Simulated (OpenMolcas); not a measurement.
What dynamic correlation does to the levels of Co²⁺

```yaml
Program: OpenMolcas
Basis: ANO-RCC-VDZP [5s4p2d1f]
Scalar_Hamiltonian: DKH2, point nucleus
Active_space: 7 electrons in 6 orbitals (3d 4s)
State_averaging: 2S+1 = 4 even, 50 roots; 2S+1 = 6 even, 5 roots kept (CI in the orbitals of an earlier block); 2S+1 = 2 even, 103 roots kept (CI in the orbitals of an earlier block)
Spin-orbit_coupling: state interaction with AMFI integrals over the reference wave functions, term energies averaged over their components
```

Methods on the same reference wave functions:
A. CASSCF
B. SS-CASPT2, IPEA 0.25 Eh, imaginary shift 0.1 Eh (closed shells correlated: 3s 3p)
C. MS-CASPT2, IPEA 0.25 Eh, imaginary shift 0.1 Eh (closed shells correlated: 3s 3p)

Energies in cm⁻¹ above 3d⁷ ⁴F_9/2, the measured ground level; measured values from Sugar and Corliss, J. Phys. Chem. Ref. Data 10, 1097 (1981).

```
           Level      A      B      C  Measured
      3d⁷ ⁴F_9/2    0.0    0.0    0.0       0.0
      3d⁷ ⁴F_7/2    934    939    939       841
      3d⁷ ⁴F_5/2   1622   1622   1622      1451
      3d⁷ ⁴F_3/2   2095   2090   2090      1867
      3d⁷ ⁴P_5/2  20290  16210  16210     15202
      3d⁷ ²G_9/2  20316  17210  17210     16978
      3d⁷ ⁴P_3/2  20607  16350  16350     15428
      3d⁷ ⁴P_1/2  21043  16900  16900     15811
      3d⁷ ²G_7/2  21212  18100  18100     17766
      3d⁷ ²P_3/2  26870  19940  19940     20195
     3d⁷ ²H_11/2  27018  23740  23740     22720
      3d⁷ ²H_9/2  27810  24540  24540     23434
      3d⁷ ²P_1/2  27811  20650  20650          
   3d⁷ ²D_5/2(1)  29274  23240  23240     23059
   3d⁷ ²D_3/2(1)  30669  24530  24530     24237
   3d⁶ 4s ⁶D_9/2  33232  51220  51220     46438
   3d⁶ 4s ⁶D_7/2  33787  51780  51780     47003
   3d⁶ 4s ⁶D_5/2  34201  52190  52190     47415
   3d⁶ 4s ⁶D_3/2  34491  52480  52480     47699
   3d⁶ 4s ⁶D_1/2  34662  52650  52650     47865
3d⁶ 4s ⁴D_7/2(1)  41705  57960  57960          
3d⁶ 4s ⁴D_5/2(1)  42352  58610  58610     56374
3d⁶ 4s ⁴D_3/2(1)  42787  59040  59040     56795
3d⁶ 4s ⁴D_1/2(1)  43039  59290  59290     57037
```

Deviations, from unrounded energies. A percentage is the sum of absolute deviations over the sum of measured energies, with the sign that they share, or ± where signs differ.

| Against measurement | Levels | A | B | C |
| --- | --- | --- | --- | --- |
| mean absolute deviation (cm-1) | 21 | 7600 | 1800 | 1800 |
| fine structure of the ground term (%) | 3 | +11.8 | +11.8 | +11.8 |
| other terms of the ground configuration (%) | 10 | +25.8 | ±3.3 | ±3.3 |
| other configurations (%) | 8 | -26.6 | +7.5 | +7.5 |

B, C lie about equally close to measurement and A furthest from it. The largest miss of B in the table is 3d⁶ 4s ⁶D_9/2, by +4800 cm-1. The ranking rests on the paired levels alone, and a cruder setting can come out closer through cancelling errors.

Between B and C no level of the table moves by more than 5 cm-1.

The two smallest mean deviations differ by little beside CASPT2's spread within terms, so their order carries little weight.

From A to B the spin-free energies of the other terms of 3d⁷ shown, above ⁴F, scale by factors of 0.73 to 0.88, as is usual when dynamic correlation screens the repulsion within a d or f shell.

The lowest spin-free term lies below A's lowest term by 0.424 hartree in B, 0.424 hartree in C.

CASPT2 does not keep the components of a term degenerate, so their means are used; among the terms shown or strongly mixed into the levels shown the widest spread is 2500 cm-1 (3d⁷ ⁴F, C). Terms from blocks run as CI alone lack orbitals of their own. A single d shell beside an s shell can misplace configurations of different d count against each other. Without dynamic correlation excited terms often stand tens of per cent too high (terms of higher spin than the ground term too low), and those without a measured partner can miss by more than the paired ones (holds for A). Some levels mix across a computed gap that differs much from the measured one, so their mixing is not that of the real levels (holds for A). Blocks of more than 70 roots (2S+1 = 2 even) ran without multistate coupling (holds for C). Measured partners are found by configuration, term and J. A level has none where our copy of the source lacks it or the pairing is in doubt (some pairs that miss far off the trend of their configuration count as doubtful), and it then counts in no deviation. Levels of configurations outside the active space are missing. Levels that lie high or do not pair safely by name in every column are left out.

A number in round brackets counts repeated terms of one configuration in the order of the reference energies.
